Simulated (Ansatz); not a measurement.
Born–Oppenheimer molecular dynamics of CH3ClZn (6 atoms, charge 0, multiplicity 1). It goes on from the last frame of an earlier run, with new velocities.

Method: Ansatz 0.2.0, RHF/def2-SVP.

```json
{
 "ensemble": "NVT, Langevin thermostat",
 "time step": "0.25 fs",
 "steps asked": "100",
 "set temperature": "2000 K",
 "friction": "0.02 /fs",
 "masses": "H 10 u",
 "seed": "374710"
}
```

First frame:

```xyz
6
Properties=species:S:1:pos:R:3
Zn 0.172 0.025 0.030
Cl -0.167 -0.025 2.178
C -0.233 -0.035 -1.972
H -0.134 -1.118 -2.343
H -1.308 0.247 -2.013
H 0.196 0.721 -2.698
```

**Question.** What does the run give?

**Answer.** The run went to its last step.

* steps done: 100
* time covered: 25 fs
* mean temperature over the second half: 2133 K
* spread of the potential energy over the second half: 22.6 meV per atom
* mean potential energy of the second half above the start: 26.6 meV per atom

A run of 0.025 ps of so small a system gives no equilibrium averages.

**Question.** What happens to the structure?

**Answer.** The same pairs are bonded in the first frame and the last. Pairs count as bonded within 1.25 times the sum of covalent radii (0.12 Å more for H–H). Another seed would give other details.

**Question.** How do temperature and energy run in time?

**Answer.** 
```tsv
time (fs)	T (K)	potential energy less start (eV)
0	1667	0.000
1.25	1716	0.094
2.5	1153	0.253
3.75	1188	0.420
5	1277	0.553
6.25	886	0.603
7.5	1149	0.571
8.75	1421	0.481
10	1327	0.363
11.25	1623	0.263
12.5	2037	0.151
13.75	2008	0.082
15	2273	0.101
16.25	2010	0.197
17.5	1815	0.331
18.75	2038	0.382
20	1975	0.314
21.25	1996	0.154
22.5	2436	0.014
23.75	2435	-0.035
25	2221	0.022
```

Run time: 95 s on 1 thread of Arm Neoverse V2, on a shared host, peak memory 0.14 GiB.
